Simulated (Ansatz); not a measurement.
Reaction (substitution at a C–S bond): `CSC(C)(C)C` + `BNCC` → `BN(CC)C(C)(C)C` + CH₃SH

Isolated molecules relaxed with PBE0-D4/def2-TZVP in Ansatz; ΔE leaves out vibrations. CCSD(T)/CBS adds triple-zeta CCSD(T) − MP2 to the extrapolated MP2 energy (def2 sets, frozen cores). This one scheme is used for every species. Each species was taken in one conformer, which may not be the lowest.

```json
{"species": "`CSC(C)(C)C`", "HF/def2-SVP energy (Eh)": "-593.58939"}
{"species": "`BNCC`", "HF/def2-SVP energy (Eh)": "-159.44266"}
{"species": "`BN(CC)C(C)(C)C`", "HF/def2-SVP energy (Eh)": "-315.45110"}
{"species": "CH₃SH", "HF/def2-SVP energy (Eh)": "-437.56663"}
```

Work out ΔE.

ΔE = (-315.45110) + (-437.56663) − (-593.58939) − (-159.44266) = 0.01432 Eh = +37.6 kJ/mol. CCSD(T)/CBS gives +31.5 kJ/mol.

Largest T1 diagnostic among the species: 0.012.

At CCSD(T), def2-SVP lies −10.8 kJ/mol from the extrapolated value and def2-TZVPP −4.5 kJ/mol. From BLYP to BHLYP (50 % exact exchange), in def2-TZVPP and without D4, ΔE moves by −6.0 kJ/mol. The D4 term adds −7.9 kJ/mol with B3LYP and −5.1 kJ/mol with PBE0; it sums over pairs of atoms, weighted by their polarisabilities, and B3LYP, whose exchange is more repulsive, gets the larger term.

B3LYP here is the variant with VWN-RPA as its local correlation; programs differ in this.
